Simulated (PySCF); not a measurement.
## Excitation energy of Te by level of theory

Te [Kr] 4d10 5s2 5p4 (3P) → Te [Kr] 4d10 5s2 5p3 6s1 (5S), as a difference of total energies. Calculation: PySCF 2.14, in aug-cc-pwCVTZ-DK3 with one added diffuse shell each of s, p, d, f type (11s10p8d5f1g, 125 functions); scalar relativity by spin-free X2C-1e. The calculations carry no spin-orbit coupling.

```json
{"method": "UHF", "excitation energy (eV)": "4.543"}
{"method": "PBEsol", "excitation energy (eV)": "5.168"}
{"method": "CAM-B3LYP", "excitation energy (eV)": "5.478"}
{"method": "wB97M-V", "excitation energy (eV)": "5.285"}
```

The promoted electron is Rydberg-like, and one or two diffuse shells describe it only roughly, which tends to raise the upper state.

For comparison: 5.226 eV (measured; NIST levels, between the centres of gravity of the two terms).
